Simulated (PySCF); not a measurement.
# `CC=C=C=C=CC`, C7H8

Geometry:
| atom | x (Å) | y (Å) | z (Å) |
| --- | --- | --- | --- |
| C1 | -3.540 | 0.446 | 0.360 |
| C2 | -2.459 | -0.585 | 0.268 |
| C3 | -1.179 | -0.329 | 0.085 |
| C4 | 0.065 | -0.067 | -0.090 |
| C5 | 1.309 | 0.188 | -0.273 |
| C6 | 2.589 | 0.452 | -0.447 |
| C7 | 3.579 | 0.684 | 0.652 |
| H8 | -3.138 | 1.463 | 0.258 |
| H9 | -4.297 | 0.289 | -0.427 |
| H10 | -4.067 | 0.374 | 1.326 |
| H11 | -2.762 | -1.638 | 0.360 |
| H12 | 2.964 | 0.508 | -1.479 |
| H13 | 4.039 | 1.682 | 0.558 |
| H14 | 4.400 | -0.051 | 0.597 |
| H15 | 3.110 | 0.608 | 1.641 |

Computed with TDDFT CAM-B3LYP/aug-cc-pVDZ excited states, vertical, gas phase (PySCF). Geometry: PBE0-D3(BJ)/def2-SVP.

How strongly do the lowest singlets absorb one photon, and two photons of half the energy?

δ for parallel linear polarisation; σ at the peak of a Lorentzian of half width 0.1 eV, single beam; Ω is circular over linear.
```csv
state,E (eV),f,photon λ (nm),δ (au),σ (GM),Ω,main
S1,3.78,0.000,656,<0.1,0.00,–,"HOMO−1→LUMO+1 0.44, HOMO→LUMO 0.43"
S2,3.94,0.000,629,<0.1,0.00,–,"HOMO→LUMO+1 0.45, HOMO−1→LUMO 0.43"
S3,4.85,0.000,512,26.2,0.23,0.42,"HOMO→LUMO+1 0.46, HOMO−1→LUMO 0.45"
S4,5.68,0.265,436,7.11,0.08,1.50,"HOMO→LUMO+2 0.52, HOMO→LUMO 0.24"
S5,5.71,0.000,434,135,1.61,0.58,HOMO−1→LUMO+2 0.70
S6,5.88,1.996,421,6.05,0.08,1.50,"HOMO−1→LUMO+1 0.46, HOMO→LUMO 0.24"
```

Among these, the strongest one-photon state is S6, the strongest two-photon state S5, with a dipole change of 0.8 D (relaxed, norm of the difference vector).
